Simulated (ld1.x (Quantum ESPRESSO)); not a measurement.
What one change does to a pseudopotential (In, TM semilocal)

In (Z = 49), norm-conserving Troullier–Martins (semilocal form), made with ld1.x (Quantum ESPRESSO) 7.5 (PBE, scalar-relativistic). Core [Kr] 4d10, reference 5s1.5 5p1.5. Waves: 5s (bound): rc 1.70 bohr; 5p (bound): rc 2.90 bohr. Local part: the p channel. Core correction: Bessel-smoothed model core inside 0.90 bohr.

Change: wave 5s (bound): rc 1.70 bohr becomes 5s (bound): rc 1.32 bohr.

Cutoffs: the cutoffs (Ry, on a coarse ladder) from which the occupation-weighted sum of valence levels, in a spherical-Bessel basis at the reference potential, stays within 10 and 1 mRy of its value at 400 Ry; they do not see the model core or the augmentation charge, which bear on the density cutoff. Errors are all-electron minus pseudo energies relative to the spin-unpolarised reference configuration.

Task: What does the change do?

Result: The potential gets harder (25 Ry and 50 Ry → 120 Ry and 200 Ry); a bound ghost appears in s, which as a rule spoils a file; of the 7 tests that both files solve, the error grows in 3 and shrinks in 4 by more than 15 % and 0.3 meV (median size 6.0 → 4.1 meV); the range in which the s phases agree narrows (upper end 1.3 → -0.5). A smaller radius makes the pseudo-wave follow the all-electron one further in, where it bends more sharply, so more plane waves are needed. A semilocal file is local in each channel, so a ghost entry of none says nothing of the separable form that plane-wave codes build from it.

| quantity | base | changed |
| --- | --- | --- |
| cutoff, loose | 25 Ry | 120 Ry |
| cutoff, tight | 50 Ry | 200 Ry |
| loose cutoff by channel (10 mRy a level) | s 21 Ry, p 6 Ry | s 110 Ry, p 6 Ry |
| bound ghosts | none | s |
| error for 5s2 5p1, meV [ΔE -2.88 eV] | -4.8 | +0.1 |
| error for 5s2 5p0, meV [ΔE 2.48 eV] | -7.6 | -18 |
| error for 5s1 5p0, meV [ΔE 21.71 eV] | -152 | -81 |
| error for 5s1 5p2, meV [ΔE 2.96 eV] | -5.6 | -1.7 |
| error for 5s2 5p0.5, meV [ΔE -0.94 eV] | -3.1 | -4.1 |
| error for 5s2 5p1.3, meV [ΔE -3.42 eV] | -6.0 | +0.6 |
| error for 5s0 5p3, meV [ΔE 9.06 eV] | -49 | -124 |
| s: phases at 3.16 bohr within 0.05 rad from the reference energy up to (Ry; the scan ends near 5) | 1.3 | -0.5 |
| p: phases at 3.16 bohr within 0.05 rad from the reference energy up to (Ry; the scan ends near 5) | 2.1 | 2.1 |

 A true bound ghost makes a file unfit for plane-wave use even where its test errors are small: the radial tests pick states by their node count and pass the ghost by.
